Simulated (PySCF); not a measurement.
# Telling isomers of C7H6FN apart by NMR

How the numbers were obtained: GIAO PBE0/pcSseg-1 shieldings, structure optimised with GFN2-xTB, in PySCF 2.14.0 with density-fitted response routines (no solvent model, non-relativistic, a single conformation, fast rotation and ring inversion assumed for equivalent nuclei).

δ = σ(ref) − σ, references computed at the same level: $^{1}$H and $^{13}$C against TMS. Splittings of carbon signals by F and P are missing where no couplings were computed. Where no couplings were computed, multiplicities follow the n + 1 count of equivalent neighbours, and m marks all less simple cases (inequivalent or close neighbours, rings, F or P nearby). Shifts are as computed. Against solution values, carbons near 30 ppm lie about +3 ppm off and those near 130 ppm about +5 ppm. Of 1211 compounds with measured shifts, 218 miss one by over three times the rms of a fit or turn the order of signals round; such compounds aren't used in these exercises.

(1) Tabulate the signals of `C=Cc1cncc(F)c1`, `C=C/C(=C\C#N)C(=C)F` and their relative energies.

(2) What is the quickest way to tell C=Cc1cncc(F)c1 from C=C/C(=C\C#N)C(=C)F?

Answers

(1) 
| SMILES | carbon types | δC | δH | E rel. (kcal/mol) |
| --- | --- | --- | --- | --- |
| C=Cc1cncc(F)c1 | 2×C 4×CH 1×CH2 | 169.8, 151.8, 143.9, 140.4, 138.3, 122.6, 121.8 | 8.70 (m, 1H), 8.50 (s, 1H), 7.93 (m, 1H), 6.94 (m, 1H), 6.41 (m, 1H), 5.86 (m, 1H) | 0.0 |
| C=C/C(=C\C#N)C(=C)F | 3×C 2×CH 2×CH2 | 171.4, 158.1, 141.4, 134.3, 121.5, 107.6, 102.2 | 7.39 (m, 1H), 6.22 (m, 1H), 6.10 (m, 1H), 5.61 (m, 1H), 5.54 (m, 1H), 5.31 (m, 1H) | 34.2 |

Energies are electronic energies at PBE0/pcSseg-1 on these geometries, without zero-point or thermal terms, each for the one conformer computed, which needn't be the lowest.

(2) Both give the same number of carbon signals, but DEPT or the intensities differ. The first has an aromatic CH at 121.8 ppm, the second an alkene CH at 102.2 ppm. Their most deshielded carbons lie at 169.8 and 171.4 ppm. In the proton spectra the most deshielded non-exchanging signals are 8.70 (m, 1H) and 7.39 (m, 1H).
